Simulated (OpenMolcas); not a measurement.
## Levels of Pt⁺ by method

```yaml
Program: OpenMolcas
Basis: ANO-RCC-VTZP [8s7p5d3f1g]
Scalar_Hamiltonian: DKH2, point nucleus
Active_space: 9 electrons in 6 orbitals (5d 6s)
State_averaging: 2S+1 = 2 even, 38 roots; 2S+1 = 4 even, 20 roots kept (CI in the orbitals of an earlier block)
Spin-orbit_coupling: state interaction with AMFI integrals over the reference wave functions, term energies averaged over their components
```

Methods on the same reference wave functions:
A. CASSCF
B. SS-CASPT2, IPEA 0.25 Eh, imaginary shift 0.1 Eh (closed shells correlated: 5s 5p)
C. MS-CASPT2, IPEA 0.25 Eh, imaginary shift 0.1 Eh (closed shells correlated: 5s 5p)
D. XMS-CASPT2, IPEA 0.25 Eh, imaginary shift 0.1 Eh (closed shells correlated: 5s 5p)

Energies in cm⁻¹ above 5d⁸ 6s ⁴F_9/2.

```tsv
Level	A	B	C	D
5d⁸ 6s ⁴F_9/2	0.0	0.0	0.0	0.0
5d⁹ ²D_5/2	3085	-2360	-3110	-4600
5d⁸ 6s ⁴F_7/2 [67 %]	5032	4370	4370	4560
5d⁸ 6s ²F_7/2 [64 %]	15214	13340	13340	13770
5d⁸ 6s ⁴P_1/2	23553	20210	20210	19880
5d⁸ 6s ²G_9/2 [57 %]	26546	24880	24900	25010
5d⁸ 6s ²G_7/2 [53 %]	28339	24840	24830	25850
5d⁸ 6s ²P_1/2	29469	23990	23990	24780
5d⁷ 6s² ⁴F_9/2 [53 %]	29656	18570	18540	16280
5d⁷ 6s² ⁴F_7/2 [53 %]	36607	27370	27380	24350
```

B puts 5d⁹ ²D_5/2 lowest. C puts 5d⁹ ²D_5/2 lowest. D puts 5d⁹ ²D_5/2 lowest.

Among B to D the level of the table that moves most is 5d⁷ 6s² ⁴F_7/2 [53 %], by 3000 cm-1 (lowest in D, highest in C). Moves below CASPT2's spread within the term are not significant.

From A to B the spin-free energies of the other terms of 5d⁸ 6s shown, above ⁴F, scale by factors of 0.71 to 0.82.

The lowest spin-free term lies below A's lowest term by 0.513 hartree in B, 0.517 hartree in C, 0.531 hartree in D.

Term energies are means over components that CASPT2 splits; among the terms shown or strongly mixed into the levels shown the widest spread is 1400 cm-1 (5d⁸ 6s ²F, D). Terms from blocks run as CI alone lack orbitals of their own. A single d shell beside an s shell can misplace configurations of different d count against each other. Without dynamic correlation excited terms often stand tens of per cent too high (terms of higher spin than the ground term too low), and those without a measured partner can miss by more than the paired ones (holds for A). The lowest computed level is not the ground level that NIST lists (2D5/2) (holds for A). The CASPT2 spread within a term exceeds the gap to the next term for 5d⁸ 6s ²F and 5d⁸ 6s ⁴P, so the order of their levels is uncertain, and so are names and mixing where such terms share a J (holds for D). Levels of configurations outside the active space are missing. Levels that lie high or do not pair safely by name in every column are left out.

A share in square brackets marks a mixed level and gives the weight of the term that names it, the lowest over the columns.
